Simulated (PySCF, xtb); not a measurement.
HSSi, SMILES [Si]=[SH+] (connectivity only; charge and spin as stated), charge +1, multiplicity 1.

GFN2-xTB run with xtb at its own geometry gives an orbital gap of 2.46 eV.

Geometry: PBE0-D3(BJ)/def2-TZVP. The isomer is the one that the SMILES or the coordinates give; other isomers of the formula were not compared.

Problem. What does M06-2X/def2-TZVPD (PySCF) give? (Estimate from the structure and the level; the computed values follow.)

Solution. gap 7.20 eV (levels -15.81 and -8.61 eV).
